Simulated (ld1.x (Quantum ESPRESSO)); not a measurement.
**LDA (PZ) TM dataset for germanium, scalar-relativistic all-electron reference.**

The input file (ld1.x (Quantum ESPRESSO) 7.5):

```
&input
   title='Ge', zed=32., rel=1, dft='PZ', iswitch=3,
   config='[Ar] 3d10 4s2 4p1.75',
   nld=3, rlderiv=2.55, eminld=-4.0, emaxld=5.0, deld=0.02
 /
 &inputp
   pseudotype=2, tm=.true., lloc=-1, rcloc=1.70,
   nlcc=.false.,
   file_pseudopw='Ge.UPF', file_wfcaegen='ae.wfc', file_wfcncgen='nc.wfc', file_beta='beta', file_chi='chi'
 /
3
4S  1  0   2.00   0.00  1.20  1.20  0.0
4P  2  1   1.75   0.00  2.35  2.35  0.0
3D  3  2  10.00   0.00  0.95  0.95  0.0
 &test
   configts(1)='3d10 4s2 4p1.75'
 /
```

Command:

```bash
ld1.x < Ge.in > Ge.out
```

The program printed (shortened: banner, matrices, multipoles, cross overlaps and the repeated all-electron block are left out):

```
Program LD1 v.7.5
     --------------------------- All-electron run ----------------------------

     Ge
     scalar relativistic calculation

     atomic number is 32.00
     dft =PZ   lsd =0 sic =0 latt =0  beta=0.20 tr2=1.0E-14
     Exchange-correlation= PZ
                           (   1   1   0   0   0   0   0)
     mesh =1207 r(mesh) = 100.41023 a.u. xmin = -7.00 dx = 0.01250
     1 Ry =  13.60569312 eV, c = 137.03599908

     n l     nl                  e(Ry)          e(Ha)          e(eV)
     1 0     1S 1( 2.00)      -804.3131      -402.1566    -10943.2375
     2 0     2S 1( 2.00)      -100.8040       -50.4020     -1371.5080
     2 1     2P 1( 6.00)       -88.2071       -44.1035     -1200.1184
     3 0     3S 1( 2.00)       -12.4793        -6.2396      -169.7891
     3 1     3P 1( 6.00)        -8.6314        -4.3157      -117.4355
     3 2     3D 1(10.00)        -2.3230        -1.1615       -31.6056
     4 0     4S 1( 2.00)        -1.0174        -0.5087       -13.8418
     4 1     4P 1( 1.75)        -0.4234        -0.2117        -5.7605

     final scf error:  1.4E-15 reached in  42 iterations

     Etot =   -4191.702496 Ry,   -2095.851248 Ha,  -57031.017826 eV

     Ekin =    4266.044476 Ry,    2133.022238 Ha,   58042.491989 eV
     Encl =  -10103.937464 Ry,   -5051.968732 Ha, -137471.072469 eV
     Eh   =    1799.113972 Ry,     899.556986 Ha,   24478.192597 eV
     Exc  =    -152.923480 Ry,     -76.461740 Ha,   -2080.629942 eV

     normalization and overlap integrals

     s(1S/1S) =  1.000000  <r> =   0.0471  <r2> =    0.0030  r(max) =   0.0309
     s(2S/2S) =  1.000000  <r> =   0.2104  <r2> =    0.0522  r(max) =   0.1754
     s(2P/2P) =  1.000000  <r> =   0.1839  <r2> =    0.0414  r(max) =   0.1418
     s(3S/3S) =  1.000000  <r> =   0.6254  <r2> =    0.4515  r(max) =   0.5402
     s(3P/3P) =  1.000000  <r> =   0.6478  <r2> =    0.4946  r(max) =   0.5402
     s(3D/3D) =  1.000000  <r> =   0.7368  <r2> =    0.6976  r(max) =   0.5012
     s(4S/4S) =  1.000000  <r> =   2.0868  <r2> =    5.0300  r(max) =   1.7277
     s(4P/4P) =  1.000000  <r> =   2.7738  <r2> =    9.1013  r(max) =   2.1636

     ------------------------ End of All-electron run ------------------------

     --------------------- Generating NC pseudopotential ---------------------

      Generating local potential from pseudized AE potential:
      Matching radius rcloc =   1.7000

      Local pseudo, rcloc= 1.706 Estimated cut-off energy=     8.33 Ry

      Wfc   4S  rcut= 1.202  Using Troullier-Martins method

      Wfc   4P  rcut= 2.361  Using Troullier-Martins method

      Wfc   3D  rcut= 0.960  Using Troullier-Martins method

     ------------------- End of pseudopotential generation -------------------

     Computing logarithmic derivative in   2.56135
     Computing logarithmic derivative in   2.56135
     Computing the partial wave expansion
     R is outside the sphere for l=    0 j= 0.00
     R is outside the sphere for l=    1 j= 0.00
     R is outside the sphere for l=    2 j= 0.00

     ---------------------- Testing the pseudopotential ----------------------

     Ge
     scalar relativistic calculation

     atomic number is 32.00   valence charge is 14.00
     dft =PZ   lsd =0 sic =0 latt =0  beta=0.20 tr2=1.0E-14
     mesh =1207 r(mesh) = 100.41023 xmin = -7.00 dx = 0.01250

     n l     nl             e AE (Ry)        e PS (Ry)    De AE-PS (Ry)
     3 2     3D   1(10.00)       -2.32297       -2.32300        0.00003
     1 0     4S   1( 2.00)       -1.01735       -1.01734       -0.00001
     2 1     4P   1( 1.75)       -0.42339       -0.42339        0.00000

     eps = 6.8E-15  iter =  6

     Etot =   -4191.702496 Ry,   -2095.851248 Ha,  -57031.017826 eV
     Etotps =  -184.222595 Ry,     -92.111298 Ha,   -2506.476101 eV

     Ekin =     254.617725 Ry,     127.308863 Ha,    3464.250633 eV
     Encl =    -386.997212 Ry,    -193.498606 Ha,   -5265.365300 eV
     Ehrt =     165.265575 Ry,      82.632788 Ha,    2248.552704 eV
     Ecxc =     -22.323671 Ry,     -11.161835 Ha,    -303.729010 eV
     Epseu=    -194.785014 Ry,     -97.392507 Ha,   -2650.185127 eV

     ---------------------- End of pseudopotential test ----------------------
```

Generation and configuration tests took about 1.4 s on one core of a shared server CPU.
